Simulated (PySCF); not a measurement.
Vertical excitations of a molecule ClGeH6NSi from TDA-CAM-B3LYP/def2-SVPD (PySCF), as energy in eV (oscillator strength): 6.76 (0.027), 6.98 (0.007), 7.24 (0.089), 7.46 (0.204), 7.67 (0.041), 7.87 (0.084), 7.97 (0.148), 8.12 (0.023), 8.28 (0.026), 8.30 (0.008). Lowest triplet (TDA): 6.17 eV. The structure is a stationary point at PBE0-D3(BJ)/def2-SVP. The values are those of a single conformer.

Which structure fits?
(A) [SiH3][NH][GeH2][Cl]
(B) N[SiH2][GeH2][Cl]
(C) Cl[SiH2][NH][GeH3]
(D) N[Si@@H](Cl)[GeH3]

D, N[Si@@H](Cl)[GeH3]
